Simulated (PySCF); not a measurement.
CH₇NOSi. Atoms are numbered in the order given.

```xyz
11

Si     0.4770     0.5230     0.0000
N     -0.3954     2.0026     0.0000
O     -0.5365    -0.8086     0.0000
C     -0.0907    -2.1416     0.0000
H      1.3220     0.4808    -1.2295
H      1.3220     0.4808     1.2295
H     -0.8950     2.2934     0.8352
H     -0.8950     2.2934    -0.8352
H      0.5181    -2.3790    -0.8945
H      0.5181    -2.3790     0.8945
H     -0.9648    -2.8123     0.0000
```

Coordinates come from a B3LYP-D3(BJ)/def2-SVP optimisation. Other conformers were not sampled.

Computed with SMD-B3LYP/6-31G* (PySCF).

Solvation free energies are E(SMD) − E(gas) at the gas-phase geometry, for 1 M in both phases. In vacuum the dipole moment is 0.54 D.

Q: Rank water, chloroform, methanol by solvation free energy, most negative first.

A: methanol (-4.6 kcal/mol), chloroform (-3.1 kcal/mol), water (-2.3 kcal/mol)
